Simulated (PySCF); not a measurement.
SMILES C[NH][GeH2][NH]C (GFN2-xTB optimised geometry):

```
15

Ge    -0.548    -0.388     0.000
N     -1.023    -1.375     1.442
C     -2.382    -1.443     1.944
N      1.269    -0.388     0.000
C      2.053     0.391     0.943
H     -0.981    -1.121    -1.239
H     -1.203     0.996     0.000
H     -0.348    -1.411     2.192
H     -2.524    -2.367     2.509
H     -2.652    -0.598     2.588
H     -3.063    -1.452     1.094
H      1.686    -0.348    -0.919
H      2.127     1.452     0.675
H      1.590     0.324     1.926
H      3.063    -0.018     1.011
```

Computed with CAM-B3LYP/def2-TZVP (PySCF).

Task: What are the frontier orbital energies and the dipole moment?

Result: HOMO-2 -10.73 eV, HOMO-1 -8.01 eV, HOMO -7.72 eV, LUMO 1.67 eV, LUMO+1 1.79 eV; dipole moment 1.13 D.

Meta-Löwdin charges at CAM-B3LYP/def2-TZVP: Ge1 0.76, N2 -0.58, C3 -0.22, N4 -0.57, C5 -0.22, H6 -0.10, H7 -0.13, H8 0.22, H9 0.11, H10 0.09, H11 0.11, H12 0.22, H13 0.09, H14 0.11, H15 0.11.
